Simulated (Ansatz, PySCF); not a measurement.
The Ansatz (a program for electronic structure) input:
Ansatz 0.2 input:
```yaml
crystal:
  periodic: [false, false, false]
  atoms:
    - {symbol: Ga, position_ang: [-0.02949605, 0.21092034, -0.17180108]}
    - {symbol: C, position_ang: [-0.25182895, 1.80077869, -1.46678940]}
    - {symbol: H, position_ang: [-1.09263920, 2.40726386, -1.11189005]}
    - {symbol: H, position_ang: [-0.45232670, 1.39490913, -2.46469233]}
    - {symbol: H, position_ang: [0.68104669, 2.37554123, -1.45535510]}
    - {symbol: Cl, position_ang: [0.19348649, -1.38358335, 1.12697102]}
basis:
  gaussian:
    orbitals: def2-SVP
hamiltonian:
  xc: r2scan
total_charge: 1
accuracy: high
```

Task: Write the same job for PySCF.

Result: Several could match; the one computed here: 
```python
from pyscf import gto, scf, dft

mol = gto.Mole()
mol.atom = '''
    Ga   -0.029496    0.210920   -0.171801
    C    -0.251829    1.800779   -1.466789
    H    -1.092639    2.407264   -1.111890
    H    -0.452327    1.394909   -2.464692
    H     0.681047    2.375541   -1.455355
    Cl    0.193486   -1.383583    1.126971
'''
mol.basis = 'def2-svp'
mol.charge = 1
mol.spin = 0
mol.verbose = 4
mol.build()

mf = dft.RKS(mol)
mf.xc = 'r2scan'
mf.grids.atom_grid = (99, 590)
mf.grids.prune = None
mf.kernel()
```

Both were run: Ansatz gave -2424.245442 Eh and PySCF -2424.245380 Eh, 0.062 mEh apart.
